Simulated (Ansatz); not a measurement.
The molecule NaB, multiplicity 3 (lowest of 2S+1 = 1, 3 at CCSD(T)/def2-TZVPP on PBE0 minima; our sources give no spin for the ground state, which may be another).

Seven points along R, fitted to fifth degree in 1/R; most abundant isotopes. In def2 and cc sets the state is the lowest found near the PBE0 minimum, followed along R.

Correlated levels freeze the inner cores; with def2 sets outer-core shells near the valence are correlated too.

The values were computed with Ansatz (a quantum-chemistry and plane-wave program) with Gaussian orbitals. Each number belongs to the level named beside it.

Problem. What bond length and harmonic frequency does SVWN5/def2-TZVPP give, and what D_e (from each atom's lowest state at the same level)?

Solution. r_e = 2.454 Å, ω_e = 332 cm⁻¹, D_e = 1.26 eV.

Problem. What bond length and harmonic frequency does r2SCAN/def2-TZVPP give, and what D_e (from each atom's lowest state at the same level)?

Solution. r_e = 2.497 Å, ω_e = 331 cm⁻¹, D_e = 1.11 eV.

Problem. What bond length and harmonic frequency does CCSD(T)/def2-QZVPP give, and what D_e (from each atom's lowest state at the same level)?

Solution. r_e = 2.473 Å, ω_e = 344 cm⁻¹, D_e = 0.79 eV.
